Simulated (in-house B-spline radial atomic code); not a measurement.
Values are calculated unless marked as measured or tabulated.
**Making a Troullier-Martins p channel for I, r_c = 1.53 bohr**

I, [Kr] 4d10 5s2 5p5, non-relativistic LDA (VWN5), spherical and spin-unpolarised, from a B-spline radial code for spherical atoms (atomic units). The all-electron 5p level is ε = -0.267904 hartree, its outermost node lies just inside 0.98 bohr and its outer maximum at 2.04 bohr.

Inside r_c the pseudo-orbital is u(r) = r^2 exp(p(r)), with p = c0 + c2 r² + c4 r⁴ + … + c12 r¹². The seven coefficients follow from p and its first four derivatives at r_c, from zero curvature of the screened potential at the origin, c4 = −c2²/(2l + 5), and from the norm inside r_c. At r_c the all-electron orbital has P = 0.581061, P' = 0.5873468, the screened potential V = -2.074267, V' = 3.336707, V'' = -7.456433, and the norm inside is Q = 0.1186901.

What are p, p' and p'' at r_c?

p = ln(P/r_c^2) = ln(0.581061/2.3409) = -1.39344. p' = P'/P − 2/r_c = 1.01082 − 1.30719 = -0.29637. The radial equation gives p'' = 2(V − ε) − 2(2) p'/r_c − p'² = -3.61273 − (-0.77483) − 0.08784 = -2.92573. Differentiating, p''' = 2V' + 2(2)p'/r_c² − 2(2)p''/r_c − 2p'p'' = 12.082, and p'''' = 2V'' − 4(2)p'/r_c³ + 4(2)p''/r_c² − 2(2)p'''/r_c − 2p''² − 2p'p''' = -65.794.

For a trial c2 the five matching conditions are linear in c0, c6, c8, c10 and c12, and c2 is varied until the norm inside r_c equals Q. The root nearest zero gives:

```
 n          c_n
 0    0.3872029
 2    -2.554491
 4   -0.9322035
 6     3.304325
 8    -2.100951
10    0.5532629
12  -0.05397773
```

Check c4 and p(r_c), and find the screened pseudopotential at the origin.

−c2²/7 = -0.932204, as listed. The terms c_n r_c^n are 0.38720, -5.97981, -5.10830, 42.38687, -63.08808, 38.89071, -8.88202, which sum to -1.39343. Inverting the radial equation, V_l(r) = ε + 2 p'/r + (p'' + p'²)/2, so V_l(0) = ε + (2l + 3) c2 = -0.267904 + 5 × (-2.55449) = -13.0404 hartree, finite where the all-electron potential diverges.

Orbitals and screened potentials:

```
r (bohr)         P        u  V all-electron  V pseudo
   0.153    0.0994  0.03246          -191.3    -12.98
   0.382  -0.02998   0.1465          -43.05    -11.28
   0.612   -0.3385   0.2131           -17.4      -5.8
   0.842   -0.1786   0.2237          -8.652   0.03075
   1.071    0.1316   0.2707          -4.933      2.55
     1.3    0.4009    0.412          -3.092  -0.03063
    1.53    0.5811   0.5811          -2.074    -2.074
```

Logarithmic derivatives P'/P at R = 1.83 bohr, for energies E around ε:

```csv
E − ε (hartree),all-electron,pseudo
-0.5,0.730257,0.715262
-0.25,0.511177,0.506526
-0.1,0.369241,0.368382
0,0.269567,0.269567
0.1,0.1654,0.164338
0.25,-0.000262799,-0.00817439
0.5,-0.306054,-0.350289
```

With P(R) = 0.6930721 and a norm of 0.2446204 inside R, what slope in energy does norm conservation fix?

d(P'/P)/dE = −2 × (norm inside R)/P(R)² = -1.0185 per hartree·bohr at E = ε, for both atoms, since orbital and norm agree at R. Differences over ±0.1 hartree give -1.0192 (all-electron) and -1.0202 (pseudo), which also hold third-order terms. Half a hartree below ε the two curves differ by -0.0150.
